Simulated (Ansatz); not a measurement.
Isomers of Cu₃O₂ (doublet), relaxed with B3LYP-D4/def2-SVP; total energies from Ansatz at PBE-QIDH/def2-TZVP.

```json
{"isomer": "A", "description": "point group D3h; 6 × Cu–O 1.97 Å", "energy (Eh)": "-5070.27421"}
{"isomer": "B", "description": "point group C2; 4 × Cu–O 1.78 to 1.81 Å; 1 × Cu–Cu 2.50 Å", "energy (Eh)": "-5070.25042"}
{"isomer": "C", "description": "point group C2v; 4 × Cu–O 1.76 to 1.77 Å", "energy (Eh)": "-5070.25423"}
{"isomer": "D", "description": "point group Cs; 5 × Cu–O 1.80 to 1.96 Å", "energy (Eh)": "-5070.26704"}
```

Correlated methods freeze 29 core orbitals.

The isomers come from a short search, and lower ones may exist.

**Question.** Work out the relative energies (1 Eh = 2625.5 kJ/mol) and the Boltzmann populations at 500 K from electronic energies alone (R = 8.314 J/mol/K).

**Answer.** ΔE: A 0.0, B 62.5, C 52.5, D 18.8 kJ/mol. RT = 4.16 kJ/mol. Factors exp(−ΔE/RT): A 1, B 2.99e-07, C 3.3e-06, D 0.0109; sum 1.011. Populations: A 98.9 %, B 0.0 %, C 0.0 %, D 1.1 %. Zero-point energy, vibrational entropy and symmetry numbers are left out and can shift these; an error of 4 kJ/mol changes a ratio by a factor of 2.6. Over the other density-functional and correlated levels in def2 sets, the gap between A and D ranges from 0 to 25 kJ/mol.
